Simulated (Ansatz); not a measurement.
Geometry optimisation, UKS BHLYP/def2-SVP (Ansatz 0.2.0).

Input file:

```yaml
crystal:
  periodic: [false, false, false]
  atoms:
    - { symbol: Si, position_ang: [-0.4947, 0.2522, 0.6591] }
    - { symbol: S, position_ang: [1.194, -1.0311, -0.7052] }
    - { symbol: O, position_ang: [-1.3097, 0.1476, -0.658] }
    - { symbol: H, position_ang: [-0.4259, -0.5258, -1.2882] }
    - { symbol: F, position_ang: [0.1438, 1.5956, 1.1964] }
    - { symbol: F, position_ang: [-0.8711, -0.5036, 1.9915] }
    - { symbol: H, position_ang: [1.7636, 0.065, -1.1956] }
magnetization:
  spin_polarized: true
basis:
  gaussian: { orbitals: def2-SVP }
hamiltonian:
  xc: { name: BHLYP }
relax:
  f_tol: 0.15
  max_steps: 25
  restrain:
    - { distance: [3, 1], at: 1.36, k: 30.0 }
    - { distance: [0, 1], at: 3.46, k: 30.0 }
    - { distance: [3, 2], at: 2.27, k: 30.0 }
```

Command:

```bash
$ ansatz run input.yaml --threads 2 --pin off --max-ram 3072MiB --backend cpu --events-out ev --progress --plain --runs-dir out
```

Where does it end, and by what steps?

The run converged. The restraints hold the end off the free minimum. After 9 steps the energy has risen by 0.321 eV (the restraints' own energy left out); H4 moved furthest, 0.64 Å. Parted: Si1–S2. Joined: S2–H4.

| step | energy less start (eV) | largest force component (eV/Å) | accepted |
| --- | --- | --- | --- |
| 0 | 0.0000 | 2.259 | yes |
| 1 | 0.6925 | 2.572 | yes |
| 2 | 0.4538 | 2.840 | yes |
| 3 | 0.3878 | 0.979 | yes |
| 4 | 0.6644 | 3.642 | no |
| 5 | 0.3750 | 0.722 | yes |
| 6 | 0.3379 | 0.620 | yes |
| 7 | 0.3291 | 0.572 | yes |
| 8 | 0.3261 | 0.514 | yes |
| 9 | 0.3212 | 0.392 | yes |

```xyz
7
Properties=species:S:1:pos:R:3
Si -0.886 0.498 0.915
S 1.369 -1.194 -1.073
O -1.544 0.350 -0.427
H 0.128 -0.805 -1.451
F 0.005 1.693 1.430
F -1.017 -0.458 2.163
H 1.946 -0.085 -1.558
```

The run took 35 s on 2 threads of Arm Neoverse V1 (shared host), peak memory 0.26 GiB.
